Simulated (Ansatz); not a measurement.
`F[SiH](Cl)[GeH3]` + `[GeH3][SeH]` → `[GeH3][Se][GeH3]` + `F[SiH2]Cl` at 500 K and 1 bar (cleavage of the Ge–Si bond).

Isolated molecules relaxed with PBE0-D4/def2-TZVP in Ansatz; ΔE leaves out vibrations. CBS: MP2 limit from def2 TZ/QZ plus the TZ coupled-cluster correction, frozen cores. This one scheme is used for every species. For Ge, Se outer-core shells are correlated without core-valence functions, which leaves a few kJ/mol of doubt a bond. Scalar relativity is left out up to krypton.

```tsv
species	CCSD(T)/CBS energy (Eh)	H − E (kJ/mol)	S (J/(mol·K))
`F[SiH](Cl)[GeH3]`	-2927.27769	141.1	416.8
`[GeH3][SeH]`	-4479.23116	112.4	340.9
`[GeH3][Se][GeH3]`	-6556.56757	172.0	434.9
`F[SiH2]Cl`	-849.96195	83.3	315.2
```

H − E and S are ideal-gas, rigid-rotor, harmonic terms from PBE0-D4/def2-TZVP, for one conformer and one mirror image of each species. 1 Eh = 2625.50 kJ/mol, R = 8.31446 J/(mol·K).

Q: By hand: ΔE, ΔH, ΔS and ΔG.

A: ΔE = (-6556.56757) + (-849.96195) − (-2927.27769) − (-4479.23116) = -0.02067 Eh = -54.3 kJ/mol. Δ(H − E) = 172.0 + 83.3 − 141.1 − 112.4 = 1.8, so ΔH = -52.5 kJ/mol. ΔS = 434.9 + 315.2 − 416.8 − 340.9 = -7.6 J/(mol·K). ΔG = -52.5 − 500 × (-7.6)/1000 = -48.7 kJ/mol.

Q: By hand: the equilibrium constant, and the temperature at which ΔG would vanish if ΔH and ΔS stayed fixed.

A: log₁₀ K = −ΔG/(RT ln 10) = 5.1. ΔG = 0 at ΔH/ΔS = 6908 K, far beyond where these terms or the molecules hold.

The number of gas molecules stays the same, so ΔS is small and ΔH decides. A doubt of 5 kJ/mol in ΔE shifts log₁₀ K by 0.5 here. Other conformers and mirror images would add mixing entropy, several J/(mol·K) or more a flexible species. Modes under 60 cm⁻¹, often nearly free rotors, make the harmonic entropy too high. These are equilibria of isolated gas molecules and say nothing of rates. Largest T1 diagnostic: 0.012 (customary marks: 0.02 for closed shells, 0.045 for open ones).
